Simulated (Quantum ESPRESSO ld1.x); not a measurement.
The mean radii <r> (bohr) of the occupied orbitals of an atom or ion are listed with their occupations. Method: Dirac Kohn-Sham, LDA (Slater exchange, VWN5 correlation), spin-unpolarised, spherical densities, point nucleus; computed with ld1.x of Quantum ESPRESSO 7.5.

orbital  occ.      <r>
1s1/2       2  0.04867
2s1/2       2   0.2180
2p1/2       2   0.1885
2p3/2       4   0.1920
3s1/2       2   0.6530
3p1/2       2   0.6726
3p3/2       4   0.6836
3d3/2       4   0.8043
3d5/2       6   0.8106
4s1/2       2    2.203

Name the element and its charge. Open shells, if any, fill j = l - 1/2 first.

Answer. Z = 31, gallium, charge +1: Ga+ in [Ar] 3d10 4s2. The 1s radius gives Z: for a bare nucleus <r> = (2 gamma + 1)/(2Z) with gamma = sqrt(1 - (Z/c)^2), 0.04755 bohr for Z = 31, and screening makes it slightly larger (0.04867 here). The occupations add up to 30, and the charge is Z minus that.
